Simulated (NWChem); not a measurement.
Molecule: AlH$_{2}$SeOCl; SMILES [OH][Al]([Cl])[SeH]

```xyz
6

Al     0.5200     0.5398    -0.0003
Cl    -0.7318     2.2242    -0.0050
O      2.2058     0.6865     0.0000
H      2.7085     1.5027    -0.0010
Se    -0.4024    -1.5595     0.0044
H      0.9436    -2.1562     0.0066
```
Atoms are numbered in this order, from 1.

Computed with NWChem. Pople sets run with spherical d functions. STO-3G and 3-21G are far too small for this property and stand as cheap habits. Structure relaxed at the PBE0/def2-SVP level. Field at 589 nm.

```json
[
 {"level": "B3LYP/STO-3G", "isotropic polarisability (bohr³)": "27.7", "anisotropy (bohr³)": "32.3"},
 {"level": "B3LYP/6-31G*", "isotropic polarisability (bohr³)": "57.5", "anisotropy (bohr³)": "29.6"},
 {"level": "B3LYP/def2-SVP", "isotropic polarisability (bohr³)": "55.3", "anisotropy (bohr³)": "28.6"},
 {"level": "B3LYP/def2-SVPD", "isotropic polarisability (bohr³)": "74.5", "anisotropy (bohr³)": "25.9"}
]
```
